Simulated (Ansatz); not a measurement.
Program: Ansatz. Geometries: PBE0-D4/def2-TZVP. ΔE: electronic, gas phase. CCSD(T)/CBS is the MP2 limit (def2-TZVPP, def2-QZVPP) plus CCSD(T) − MP2 in def2-TZVPP, frozen cores. Functionals use def2-TZVPP. B3LYP here is the variant with VWN-RPA as its local correlation; programs differ in this. For Ge outer-core shells are correlated without core-valence functions, which leaves a few kJ/mol of doubt a bond. Scalar relativity is left out up to krypton. One conformer a species, not always the lowest.

Reaction (redistribution): `BCO[SiH3]` + `C=C(N)[O][GeH3]` → `BC(=C)[O][GeH3]` + `NCO[SiH3]`

`BCO[SiH3]`:

Cartesian coordinates in Å:
```
B 1.248 -0.757 1.583
C 0.378 0.125 0.655
O -0.148 -0.527 -0.485
Si -1.088 0.262 -1.577
H 1.711 -0.240 2.558
H 1.458 -1.909 1.351
H -0.430 0.559 1.274
H 0.986 1.003 0.367
H -1.446 -0.725 -2.621
H -0.351 1.410 -2.178
H -2.318 0.799 -0.927
```

`C=C(N)[O][GeH3]`:

```xyz
12

C    -0.902   -1.375    1.173
C    -0.508   -0.282    0.518
N     0.086    0.838    1.103
O    -0.607   -0.181   -0.822
Ge    0.814    0.437   -1.749
H    -1.225   -2.247    0.624
H    -0.912   -1.401    2.254
H    -0.360    1.706    0.836
H     0.170    0.769    2.106
H     0.892    1.967   -1.636
H     0.471    0.015   -3.183
H     2.083   -0.245   -1.222
```

`BC(=C)[O][GeH3]`:

Z-matrix (Å, degrees):
```
Ge
O 1 1.793
H 1 1.536 2 109.6
H 1 1.531 2 102.0 3 118.8
H 1 1.536 2 109.6 3 -122.4
C 2 1.360 1 123.6 3 61.0
C 6 1.347 2 117.9 1 -180.0
B 6 1.537 2 124.0 1 0.1
H 7 1.081 6 119.5 2 180.0
H 7 1.086 6 121.8 2 -0.0
H 8 1.198 6 121.9 2 0.1
H 8 1.193 6 118.8 2 -179.9
```

`NCO[SiH3]`:

```xyz
11

N     0.906   -1.197   -1.505
C     0.117   -0.187   -0.903
O     0.187   -0.211    0.523
Si   -0.625    0.847    1.484
H     0.605   -2.119   -1.216
H     1.883   -1.093   -1.261
H    -0.926   -0.323   -1.211
H     0.460    0.791   -1.261
H    -0.218    2.252    1.199
H    -0.290    0.494    2.882
H    -2.097    0.746    1.269
```

```json
{"level": "r2SCAN-D4", "ΔE (kJ/mol)": "-5.4"}
{"level": "B3LYP-D4", "ΔE (kJ/mol)": "-8.7"}
{"level": "r2SCAN", "ΔE (kJ/mol)": "-5.5"}
{"level": "B3LYP", "ΔE (kJ/mol)": "-9.2"}
{"level": "HF/def2-TZVPP", "ΔE (kJ/mol)": "-3.3"}
{"level": "MP2/def2-TZVPP", "ΔE (kJ/mol)": "-10.6"}
{"level": "HF/def2-QZVPP", "ΔE (kJ/mol)": "-3.7"}
{"level": "CCSD/CBS(def2)", "ΔE (kJ/mol)": "-9.4"}
```

What does CCSD(T)/CBS give? (Estimate.)

Computed: -12.7 kJ/mol. The listed levels differ from it by 7.3, 4.0, 7.2, 3.5, 9.4, 2.1, 9.0, 3.3 kJ/mol.

Largest T1 diagnostic among the species: 0.013.

In def2-TZVPP, CCSD(T) changes the Hartree–Fock value by −9.6 kJ/mol (the triples alone add −3.3 kJ/mol) and MP2 by −7.3 kJ/mol. From PBE to PBE0 (25 % exact exchange), in def2-TZVPP and without D4, ΔE moves by +3.9 kJ/mol.
